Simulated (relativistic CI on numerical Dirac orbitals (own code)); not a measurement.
d5 in a ligand field

Computed with a parametric ligand-field model of a d^n configuration (Racah B and C, spin-orbit zeta, crystal field), exact diagonalisation.

Field parameters in Wybourne normalisation: Oh B⁴₀ = 21Dq, B⁴₄ = √(5/14) B⁴₀; Td as Oh with Dq negative (B⁴₀ = 21Dq, B⁴₄ = √(5/14) B⁴₀). The field is a parameter set, without covalency.

**Question.** Lowest levels for B = 670, C = 2740, ζ = 160 cm⁻¹, Oh, 10Dq = 10950 cm⁻¹?

**Answer.** Γ7+Γ8 0 (S 2.50), Γ7 11472 (S 1.47), Γ8 11507 (S 1.49), Γ8 11559 (S 1.50), Γ6 11588 (S 1.50), Γ7 12739 (S 0.57), Γ8 12980 (S 0.53), Γ7 15689 (S 1.50), Γ8 15700 (S 1.50) cm⁻¹, with S from ⟨S²⟩ = S(S + 1). The ground level has 2.00 electrons in the cubic e pair.

**Question.** Lowest levels for B = 420, C = 2100, ζ = 470 cm⁻¹, Oh, 10Dq = 12000 cm⁻¹?

**Answer.** Γ7 0 (S 2.47), Γ8 8 (S 2.48), Γ7 1224 (S 0.62), Γ8 2088 (S 0.57), Γ8 4570 (S 1.51), Γ8 4670 (S 1.48), Γ6 4706 (S 1.50), Γ7 4737 (S 1.48), Γ6 7460 (S 1.50) cm⁻¹, with S from ⟨S²⟩ = S(S + 1). The ground level has 1.96 electrons in the cubic e pair.

**Question.** Lowest levels for B = 770, C = 3720, ζ = 240 cm⁻¹, Td, 10Dq = -8000 cm⁻¹?

**Answer.** Γ7+Γ8 0 (S 2.50), Γ6 20826 (S 1.50), Γ8 20848 (S 1.50), Γ7 20887 (S 1.50), Γ8 20895 (S 1.50), Γ6 24265 (S 1.50), Γ8 24267 (S 1.50), Γ8 24319 (S 1.50), Γ7 24359 (S 1.50) cm⁻¹, with S from ⟨S²⟩ = S(S + 1). The ground level has 2.00 electrons in the cubic e pair.

**Question.** Lowest levels for B = 400, C = 1780, ζ = 690 cm⁻¹, Oh, 10Dq = 18800 cm⁻¹?

**Answer.** Γ7 0 (S 0.52), Γ8 1231 (S 0.51), Γ8 10936 (S 1.54), Γ7 11072 (S 1.54), Γ8 11377 (S 1.50), Γ6 11541 (S 1.50), Γ6 14210 (S 1.50), Γ8 14248 (S 1.50), Γ8 14406 (S 1.49) cm⁻¹, with S from ⟨S²⟩ = S(S + 1). The ground level has 0.05 electrons in the cubic e pair.

**Question.** Lowest levels for B = 540, C = 2000, ζ = 490 cm⁻¹, Oh, 10Dq = 14000 cm⁻¹?

**Answer.** Γ7 0 (S 0.55), Γ8 916 (S 0.55), Γ8 2083 (S 2.45), Γ7 2089 (S 2.46), Γ8 5292 (S 1.51), Γ8 5370 (S 1.53), Γ6 5404 (S 1.50), Γ7 5441 (S 1.54), Γ6 9062 (S 1.50) cm⁻¹, with S from ⟨S²⟩ = S(S + 1). The ground level has 0.10 electrons in the cubic e pair.
